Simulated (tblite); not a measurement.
Compound: 1,3-dimethyldihydrobenzene, C8H12.
Numbering: `[CH3:1][C:2]1=[CH:3][CH2:4][CH2:5][C:6]([CH3:7])=[CH:8]1` (hydrogens: H9, H10, H11 on C1; H12 on C3; H13, H14 on C4; H15, H16 on C5; H17, H18, H19 on C7; H20 on C8)

Computed with GFN2-xTB (tblite), gas phase: Langevin dynamics at 300 K from the optimised GFN2-xTB geometry, time step 0.5 fs, friction 0.01 fs⁻¹, 2000 steps. The instantaneous temperature is 2·E(kin)/(3Nk) with all 3N coordinates.

| t (fs) | T (K) | E(pot) above start (eV) | C1–C2 (Å) | C2=C3 (Å) | C3–C4 (Å) | C4–C5 (Å) | C5–C6 (Å) | C1–H9 (Å) |
| --- | --- | --- | --- | --- | --- | --- | --- | --- |
| 0 | 246 | 0.000 | 1.498 | 1.334 | 1.501 | 1.527 | 1.507 | 1.090 |
| 50 | 177 | 0.487 | 1.516 | 1.321 | 1.515 | 1.522 | 1.485 | 1.099 |
| 100 | 283 | 0.549 | 1.492 | 1.340 | 1.467 | 1.521 | 1.519 | 1.087 |
| 150 | 337 | 0.733 | 1.497 | 1.334 | 1.532 | 1.518 | 1.525 | 1.104 |
| 200 | 352 | 0.618 | 1.555 | 1.348 | 1.525 | 1.508 | 1.517 | 1.062 |
| 250 | 224 | 0.760 | 1.492 | 1.335 | 1.486 | 1.528 | 1.551 | 1.138 |
| 300 | 317 | 0.652 | 1.533 | 1.330 | 1.549 | 1.539 | 1.483 | 1.060 |
| 350 | 274 | 0.456 | 1.478 | 1.338 | 1.481 | 1.498 | 1.523 | 1.132 |
| 400 | 255 | 0.408 | 1.456 | 1.338 | 1.526 | 1.545 | 1.518 | 1.045 |
| 450 | 284 | 0.542 | 1.491 | 1.334 | 1.529 | 1.555 | 1.509 | 1.151 |
| 500 | 263 | 0.616 | 1.471 | 1.314 | 1.482 | 1.539 | 1.477 | 1.047 |
| 550 | 265 | 0.579 | 1.510 | 1.343 | 1.439 | 1.526 | 1.516 | 1.142 |
| 600 | 223 | 0.699 | 1.452 | 1.324 | 1.542 | 1.545 | 1.497 | 1.042 |
| 650 | 245 | 0.857 | 1.510 | 1.307 | 1.510 | 1.523 | 1.534 | 1.155 |
| 700 | 239 | 0.775 | 1.501 | 1.370 | 1.507 | 1.514 | 1.524 | 1.036 |
| 750 | 293 | 0.694 | 1.481 | 1.300 | 1.475 | 1.571 | 1.570 | 1.152 |
| 800 | 284 | 0.836 | 1.537 | 1.354 | 1.502 | 1.552 | 1.498 | 1.056 |
| 850 | 316 | 0.875 | 1.538 | 1.347 | 1.491 | 1.506 | 1.522 | 1.133 |
| 900 | 287 | 0.906 | 1.515 | 1.301 | 1.509 | 1.556 | 1.535 | 1.076 |
| 950 | 256 | 0.885 | 1.523 | 1.363 | 1.458 | 1.540 | 1.558 | 1.105 |
| 1000 | 269 | 0.859 | 1.487 | 1.325 | 1.510 | 1.569 | 1.460 | 1.070 |

**Question.** From 500 fs on, how do temperature and potential energy compare with equipartition?

**Answer.** The mean temperature of these 11 frames is 267 K against the target 300 K, and the mean potential energy 0.78 eV against 54 × kT/2 = 0.70 eV for 54 classical harmonic modes. For 20 atoms in a canonical ensemble the temperature itself scatters by T·√(2/(3N)) = 55 K; here its standard deviation is 26 K. The whole run lasts only 10 friction times of 100 fs, so these averages carry a wide statistical error.

**Question.** What are the kinetic and total energies of the listed frame with the highest potential energy?

**Answer.** The one at 900 fs, 0.906 eV above the start. Its kinetic energy is 3NkT/2 = 0.743 eV at 287 K, so the sum is 1.65 eV; over the listed frames the sum runs from 0.64 to 1.69 eV, since the thermostat adds and removes energy.

**Question.** How much do the listed bonds fluctuate from 500 fs on?

**Answer.** 
```tsv
bond	at the start (Å)	mean (Å)	standard deviation (Å)
C1–C2	1.498	1.502	0.026
C2=C3	1.334	1.332	0.024
C3–C4	1.501	1.493	0.027
C4–C5	1.527	1.540	0.020
C5–C6	1.507	1.517	0.031
C1–H9	1.090	1.092	0.044
```

The motion is classical and holds no zero-point motion.

What follows is the cost of the whole dynamics run. Hardware: Arm Neoverse N1, one thread, shared host with 64 logical CPUs at a one-minute load of 60. Cost: 22 s wall, 0.18 GiB resident at most.
